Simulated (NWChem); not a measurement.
System: C$_{3}$H$_{5}$BO$_{2}$; SMILES C#CB(O)CO

Here is an NWChem input.

```
start job
memory heap 200 mb stack 900 mb global 1100 mb
geometry units angstroms noautoz
  C      1.272578     2.052279    -0.031936
  C      0.404052     1.198217    -0.009727
  B     -0.641249     0.058644     0.008110
  O     -1.966638     0.317085     0.089273
  C     -0.164106    -1.437480    -0.130381
  O      1.194964    -1.685741     0.129999
  H      2.031131     2.815449    -0.048613
  H     -2.170300     1.257711     0.125433
  H     -0.770305    -2.067750     0.545100
  H     -0.458492    -1.770008    -1.154152
  H      1.689880    -0.895583    -0.113353
end
basis spherical
  * library def2-tzvp
end
dft
  xc b3lyp
  iterations 150
  semidirect filesize 400000000
  mulliken
end
task dft energy
```

All runs use the structure optimised with PBE0/def2-SVP.

Q: Predict the main results of this run. (B3LYP/def2-TZVP.) Quantities: energy (Ha); highest occupied level (eV); orbital gap (eV); dipole (D).

A: 
```json
{
  "energy (Ha)": "-292.74",
  "highest occupied level (eV)": "-7.30",
  "orbital gap (eV)": "5.76",
  "dipole (D)": "3.26"
}
```
